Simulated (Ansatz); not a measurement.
## Molecular dynamics of C$_{3}$H$_{8}$FNSi

input.yaml

```yaml
crystal:
  periodic: [false, false, false]
  atoms:
    - { symbol: C, position_ang: [0.071936, -1.965507, 0.620041] }
    - { symbol: "N", position_ang: [1.303594, -1.349941, -0.013037] }
    - { symbol: C, position_ang: [1.078082, -0.248988, -0.681463] }
    - { symbol: C, position_ang: [-0.231126, 0.53737, -0.932686] }
    - { symbol: F, position_ang: [-0.172431, 1.158565, -2.198105] }
    - { symbol: Si, position_ang: [-0.509705, 1.815452, 0.471131] }
    - { symbol: H, position_ang: [0.359867, -2.940151, 1.04148] }
    - { symbol: H, position_ang: [-0.739178, -2.124047, -0.1101] }
    - { symbol: H, position_ang: [-0.311541, -1.333541, 1.43743] }
    - { symbol: H, position_ang: [1.965328, 0.216278, -1.150294] }
    - { symbol: H, position_ang: [-1.080898, -0.183384, -0.918929] }
    - { symbol: H, position_ang: [0.599049, 2.736589, 0.512349] }
    - { symbol: H, position_ang: [-1.735488, 2.534892, 0.221262] }
    - { symbol: H, position_ang: [-0.610389, 1.117215, 1.729721] }
basis:
  gaussian: { orbitals: STO-3G }
hamiltonian:
  xc: pbe0
md:
  timestep: 0.25
  n_steps: 565
  ensemble: nvt_langevin
  temperature: 400.0
  initial_velocities: maxwell_boltzmann
  seed: 319185
  friction: 0.001
scf:
  lower_state_search: "off"
```

Command:

```bash
$ ansatz run input.yaml --threads 1 --pin off --max-ram 2048MiB --backend cpu --events-out ev --progress --plain --runs-dir out
```

It starts from a relaxed structure.

Output, in part (step lines, the closing report, with atoms numbered from 0):

```
md step     0: t =     0.00 fs  T =   371.4 K  F+E_penalty+E_count = -15125.42239022 eV  E_kin = 0.672152 eV  (14 SCF iters)
md step     1: t =     0.25 fs  T =   374.0 K  F+E_penalty+E_count = -15125.41872066 eV  E_kin = 0.676773 eV  (20 SCF iters)
md step     2: t =     0.50 fs  T =   370.4 K  F+E_penalty+E_count = -15125.40790515 eV  E_kin = 0.670343 eV  (20 SCF iters)
md step     3: t =     0.75 fs  T =   364.8 K  F+E_penalty+E_count = -15125.39049121 eV  E_kin = 0.660096 eV  (20 SCF iters)
md step     4: t =     1.00 fs  T =   354.0 K  F+E_penalty+E_count = -15125.36766084 eV  E_kin = 0.640545 eV  (20 SCF iters)
md step     5: t =     1.25 fs  T =   339.9 K  F+E_penalty+E_count = -15125.34107647 eV  E_kin = 0.615022 eV  (20 SCF iters)
md step     6: t =     1.50 fs  T =   323.9 K  F+E_penalty+E_count = -15125.31245049 eV  E_kin = 0.586086 eV  (14 SCF iters)
md step     7: t =     1.75 fs  T =   306.2 K  F+E_penalty+E_count = -15125.28388820 eV  E_kin = 0.554092 eV  (14 SCF iters)
[... lines left out ...]
md step   562: t =   140.50 fs  T =   233.7 K  F+E_penalty+E_count = -15125.03840532 eV  E_kin = 0.422914 eV  (14 SCF iters)
md step   563: t =   140.75 fs  T =   232.8 K  F+E_penalty+E_count = -15125.03816500 eV  E_kin = 0.421232 eV  (14 SCF iters)
md step   564: t =   141.00 fs  T =   230.1 K  F+E_penalty+E_count = -15125.03840825 eV  E_kin = 0.416333 eV  (14 SCF iters)
md step   565: t =   141.25 fs  T =   228.0 K  F+E_penalty+E_count = -15125.03891584 eV  E_kin = 0.412673 eV  (14 SCF iters)
Total energy: -15125.03893415 eV, -555.8349287105 hartree
Atom 0 at     0.312977    -1.873629     0.683192 Å, force    -1.423503     1.296078    -1.010480 eV/Å
Atom 1 at     1.428050    -1.292072    -0.139796 Å, force    -0.772435     1.474942    -0.576348 eV/Å
Atom 2 at     1.027018    -0.181298    -0.740718 Å, force     1.673985    -0.873974    -0.098087 eV/Å
Atom 3 at    -0.297511     0.576866    -0.950655 Å, force     0.226722    -0.121330    -0.147322 eV/Å
Atom 4 at    -0.204105     1.055177    -2.258080 Å, force    -0.163666     0.321773    -1.293120 eV/Å
Atom 5 at    -0.567743     2.030918     0.234009 Å, force    -0.132581    -0.363347     1.389709 eV/Å
Atom 6 at     0.007035    -1.136313     1.439605 Å, force     0.051121    -0.315204     0.411241 eV/Å
Atom 7 at     0.688276    -2.767399     1.106850 Å, force     0.326553    -1.596860     1.085263 eV/Å
Atom 8 at    -0.596660    -2.086315     0.069773 Å, force     0.544241    -0.100608     0.267097 eV/Å
Atom 9 at     1.833349     0.283613    -1.347569 Å, force    -0.211949     0.103925     0.071463 eV/Å
Atom 10 at    -1.172024    -0.110060    -0.885156 Å, force     0.057933    -0.114657     0.230602 eV/Å
Atom 11 at     0.592510     2.447668     0.963136 Å, force     0.486955     0.049415    -0.207742 eV/Å
Atom 12 at    -1.178885     3.191413    -0.342992 Å, force    -0.203400     0.020108    -0.361620 eV/Å
Atom 13 at    -1.400421     1.428294     1.231892 Å, force    -0.459978     0.219739     0.239344 eV/Å
Dipole moment:    -0.387408     0.203161     0.132777 e Å
```

The steps, from the saved trajectory:

| time (fs) | T (K) | potential energy less start (eV) |
| --- | --- | --- |
| 0.0 | 371 | 0.000 |
| 4.5 | 212 | 0.292 |
| 9.0 | 216 | 0.296 |
| 13.5 | 197 | 0.340 |
| 18.0 | 214 | 0.329 |
| 22.5 | 213 | 0.360 |
| 27.0 | 275 | 0.253 |
| 31.5 | 210 | 0.387 |
| 36.0 | 139 | 0.520 |
| 40.5 | 174 | 0.456 |
| 45.0 | 230 | 0.333 |
| 49.5 | 203 | 0.370 |
| 54.0 | 271 | 0.229 |
| 58.5 | 208 | 0.366 |
| 63.0 | 150 | 0.488 |
| 67.5 | 193 | 0.434 |
| 72.0 | 266 | 0.303 |
| 76.5 | 256 | 0.319 |
| 81.0 | 268 | 0.283 |
| 85.5 | 255 | 0.299 |
| 90.0 | 165 | 0.465 |
| 94.5 | 215 | 0.381 |
| 99.0 | 260 | 0.299 |
| 103.5 | 248 | 0.343 |
| 108.0 | 155 | 0.500 |
| 112.5 | 230 | 0.393 |
| 117.0 | 152 | 0.551 |
| 121.5 | 207 | 0.439 |
| 126.0 | 242 | 0.359 |
| 130.5 | 255 | 0.345 |
| 135.0 | 150 | 0.544 |
| 139.5 | 233 | 0.379 |

All steps were run. The mean temperature of the second half is 44 % below the set value. A run of 0.14 ps of so small a system gives no equilibrium averages. Limits of this set-up: minimal basis.

The same pairs are bonded in the first frame and the last. Pairs count as bonded within 1.25 times the sum of covalent radii (0.12 Å more for H–H).

Last frame:

```xyz
14
Properties=species:S:1:pos:R:3
C 0.313 -1.874 0.683
N 1.428 -1.292 -0.140
C 1.027 -0.181 -0.741
C -0.297 0.577 -0.951
F -0.204 1.055 -2.258
Si -0.568 2.031 0.234
H 0.007 -1.136 1.440
H 0.688 -2.767 1.107
H -0.597 -2.086 0.070
H 1.833 0.284 -1.348
H -1.172 -0.110 -0.885
H 0.593 2.448 0.963
H -1.179 3.191 -0.343
H -1.400 1.428 1.232
```

The run took 19 min on 1 thread of Intel(R) Xeon(R) Platinum 8375C CPU @ 2.90GHz (Ice Lake) (shared host), peak memory 0.12 GiB.
